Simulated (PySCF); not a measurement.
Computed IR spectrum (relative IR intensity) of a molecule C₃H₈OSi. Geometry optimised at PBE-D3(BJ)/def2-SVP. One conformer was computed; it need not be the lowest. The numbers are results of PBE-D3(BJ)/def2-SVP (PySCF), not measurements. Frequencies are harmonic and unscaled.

Lines under 2 % of the strongest are left out, and lines within 2 cm⁻¹ are merged.

```csv
ν (cm⁻¹),relative intensity
285,74
362,9.7
402,7.1
445,5.2
496,15
692,3.6
721,30
764,42
848,19
860,16
923,82
988,27
1024,15
1046,9.6
1119,100
1214,25
1285,30
1348,4.3
1352,2.9
1393,5.4
2157,83
2168,86
2883,38
2994,5.3
3001,2.7
3077,6.8
3087,5.8
3691,14
```

Identify the compound among the candidates.
A) C=C(C)[SiH2]O
B) OC1C[SiH2]C1
C) C=CO[SiH2]C
D) O[C@H]1C[C@H]1[SiH3]

B, OC1C[SiH2]C1
